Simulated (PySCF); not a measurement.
CF3CH2CF3, C3H2F6.
Atom-mapped SMILES: `[F:1][C:2]([F:3])([F:4])[CH2:5][C:6]([F:7])([F:8])[F:9]` (hydrogens: H10, H11 on C5)

The same species was optimised twice, with GFN2-xTB and with PBE0-D3(BJ)/def2-SVP (PySCF), and the same property calculations (PySCF, gas phase) were run on both structures.

| coordinate | GFN2-xTB | PBE0-D3(BJ)/def2-SVP | change |
| --- | --- | --- | --- |
| C5–C6 (Å) | 1.526 | 1.512 | -0.014 |
| C2–C5 (Å) | 1.526 | 1.513 | -0.013 |
| C6–F9 (Å) | 1.340 | 1.335 | -0.005 |
| F1–C2 (Å) | 1.340 | 1.335 | -0.005 |
| C2–F4 (Å) | 1.333 | 1.331 | -0.002 |
| C6–F8 (Å) | 1.333 | 1.331 | -0.002 |
| C2–F3 (Å) | 1.333 | 1.331 | -0.002 |
| C6–F7 (Å) | 1.333 | 1.332 | -0.001 |
| C2–C5–C6 (°) | 113.1 | 115.6 | +2.5 |
| F7–C6–F9 (°) | 106.8 | 107.8 | +1.0 |
| F1–C2–F3 (°) | 106.9 | 107.8 | +0.9 |
| F8–C6–F9 (°) | 106.9 | 107.7 | +0.8 |
| F1–C2–F4 (°) | 106.8 | 107.7 | +0.9 |
| F3–C2–C5 (°) | 112.8 | 111.9 | -0.9 |
| F4–C2–C5 (°) | 112.7 | 112.0 | -0.7 |
| C5–C6–F8 (°) | 112.7 | 111.9 | -0.8 |
| F1–C2–C5–C6 (°) | 180 | 179 | -1 |
| C2–C5–C6–F7 (°) | 61 | 59 | -2 |

Rotational constants: A = 2948, B = 1066, C = 1050 MHz (GFN2-xTB) against A = 2934, B = 1071, C = 1055 MHz (PBE0-D3(BJ)/def2-SVP). Atoms that the bonding makes alike are paired by their places after alignment.

On the GFN2-xTB structure: HOMO (eV) -11.26 [PBE0/pcSseg-1]; LUMO (eV) 1.30 [PBE0/pcSseg-1]; dipole (D) 2.06 [PBE0/pcSseg-1]; GIAO shielding of F1 (×6) (mean) (ppm) 249.6 [PBE0/pcSseg-1]; GIAO shielding of C2/C6 (mean) (ppm) 55.6 [PBE0/pcSseg-1]; GIAO shielding of C5 (ppm) 142.8 [PBE0/pcSseg-1].

Question: What do these properties become on the PBE0-D3(BJ)/def2-SVP structure?

Answer: 
```csv
property,level,on GFN2-xTB,on PBE0-D3(BJ)/def2-SVP,change
HOMO (eV),PBE0/pcSseg-1,-11.26,-11.25,+0.01
LUMO (eV),PBE0/pcSseg-1,1.30,1.31,+0.01
dipole (D),PBE0/pcSseg-1,2.06,1.97,-0.09
"energy, GFN2-xTB geometry as zero (kcal/mol)",PBE0/pcSseg-1,0.0,-0.4,-0.4
GIAO shielding of F1 (×6) (mean) (ppm),PBE0/pcSseg-1,249.6,252.9,+3.3
GIAO shielding of C2/C6 (mean) (ppm),PBE0/pcSseg-1,55.6,56.9,+1.3
GIAO shielding of C5 (ppm),PBE0/pcSseg-1,142.8,143.5,+0.7
```

The heavy atoms differ by 0.029 Å rms after alignment (one structure mirrored). Among bonds between heavy atoms C2–C5 and C5–C6 change most and about equally (-0.014 to -0.013 Å). Changes are differences of the printed values. Neither structure is proved a minimum here.

Shape of the structure used: `[F:1][C:2]([F:3])([F:4])[CH2:5][C:6]([F:7])([F:8])[F:9]`: F1–C2–C5–C6 179°, C2–C5–C6–F7 59°.
